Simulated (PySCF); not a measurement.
Magnetisability: SMILES [O]1C=[CH][GaH2-]1, [C2H4GaO]-, charge -1

Geometry:
| atom | x (Å) | y (Å) | z (Å) |
| --- | --- | --- | --- |
| C1 | 0.484 | -1.465 | -0.165 |
| C2 | -0.056 | -0.221 | -0.206 |
| Ga3 | -1.832 | -1.132 | -0.232 |
| O4 | -0.353 | -2.499 | -0.165 |
| H5 | 1.569 | -1.717 | -0.131 |
| H6 | 0.531 | 0.702 | -0.210 |
| H7 | -2.693 | -1.283 | -1.589 |
| H8 | -2.765 | -1.221 | 1.081 |

Total charge -1.

Level of theory: PySCF, GIAO B3LYP/3-21G magnetisability, rotational g tensor and spin-rotation constants, non-relativistic, gas phase. Geometry: PBE0-D3(BJ)/def2-SVP.

The calculation is non-relativistic, which matters for the atoms heavier than Zn. For an ion the centre-of-mass motion in the field is neglected. The highest occupied orbital is unbound at this level, so the values depend on the basis.

Question: How diamagnetic is it, and how anisotropic?

Answer: Isotropic -780 × 10⁻³⁰ J/T², or -47.0 × 10⁻⁶ cm³/mol; principal values -897, -730, -712 × 10⁻³⁰ J/T², anisotropy 177 × 10⁻³⁰ J/T² (root of half the summed squared differences of the principal values). The susceptibility is in cgs units.

Question: Split it along the inertial axes a, b, c into diamagnetic and paramagnetic parts about the centre of mass, with the quadrupole moment.

Answer: 
| axis | χ (10⁻⁶ cm³/mol) | diamagnetic (10⁻⁶ cm³/mol) | paramagnetic (10⁻⁶ cm³/mol) | summed x² of all electrons (Å²) | quadrupole Θ (D Å) |
| --- | --- | --- | --- | --- | --- |
| a | -45.2 | -190.6 | 145.4 | 67.7 | -1.95 |
| b | -52.8 | -341.0 | 288.2 | 32.3 | +1.26 |
| c | -42.9 | -424.2 | 381.4 | 12.7 | +0.69 |

Anisotropies 2χaa − χbb − χcc = +5.2 and 2χbb − χaa − χcc = -17.5 × 10⁻⁶ cm³/mol. Θ is traceless in Buckingham's convention.

Question: And the rotational g tensor?

Answer: 
| axis | rotational constant (GHz) | g | nuclear part | electronic part |
| --- | --- | --- | --- | --- |
| a | 11.1811 | -0.1655 | 0.5982 | -0.7637 |
| b | 4.6258 | -0.0561 | 0.5701 | -0.6263 |
| c | 3.4319 | -0.0571 | 0.5578 | -0.6148 |

Asymmetric top; isotopes 12C, 69Ga, 1H, 16O; no vibrational averaging.
